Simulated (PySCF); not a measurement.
# Working out the excitation energy of O

O [He] 2s2 2p4 (3P) → O [He] 2s1 2p5 (3P). All numbers are calculated (PySCF 2.14, no relativity, point nucleus, in aug-cc-pVTZ (5s4p3d2f, 46 functions)). Frozen: 1s2. Energies in hartree (1 hartree = 27.21139 eV):

```csv
part,O (lower),O (upper)
UHF,-74.812982,-74.192781
MP2 opposite-spin,-0.110246,-0.137532
MP2 same-spin,-0.036066,-0.040555
```

Problem. What does Hartree-Fock give?

Solution. (-74.192781) − (-74.812982) = 0.620201 hartree = 16.877 eV.

Problem. What do MP2 and SCS-MP2 (6/5 opposite-spin, 1/3 same-spin) give?

Solution. The opposite-spin parts differ by -0.742 eV and the same-spin parts by -0.122 eV. MP2: 16.877 + (-0.742) + (-0.122) = 16.013 eV. SCS-MP2: 16.877 + 1.2 × (-0.742) + (-0.122)/3 = 15.946 eV.

The upper state lies above the first ionisation limit, where it may autoionise and the basis confines it.
